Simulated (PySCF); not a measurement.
PySCF 2.14 output of an unrestricted r2SCAN0 calculation on a single atom or ion in x2c-TZVPPall with one added diffuse shell each of s, p, d type (6s6p4d1f, 51 functions), with the spin-free X2C one-electron Hamiltonian (Gaussian nucleus):

```
SCF conv_tol = 1e-09
number electrons alpha = 8  beta = 6
    M. Bursch, H. Neugebauer, S. Ehlert, and S. Grimme.,  J. Chem. Phys. 156, 134105 (2022)
cycle= 1 E= -458.720462565402  delta_E= -0.00559  |g|= 0.0185  |ddm|= 0.0759
cycle= 2 E= -458.720706191876  delta_E= -0.000244  |g|= 0.00475  |ddm|= 0.015
cycle= 3 E= -458.72072393526  delta_E= -1.77e-05  |g|= 0.000161  |ddm|= 0.00517
cycle= 4 E= -458.720723946977  delta_E= -1.17e-08  |g|= 3.28e-05  |ddm|= 0.000177
cycle= 5 E= -458.720723947076  delta_E= -9.94e-11  |g|= 2.67e-06  |ddm|= 2.22e-05
converged SCF energy = -458.720723947076  <S^2> = 2.006814  2S+1 = 3.0045392
```

The run itself started from symmetry-adapted Hartree-Fock orbitals and held the occupation by maximum overlap, on a logarithmic radial grid, so the iterations belong to that start.

Task: Which element, charge and spin multiplicity is this?

Result: Cl(3+) (chlorine, charge +3), multiplicity 3; the state was [Ne] 3s2 3p2, high-spin 3P determinant.
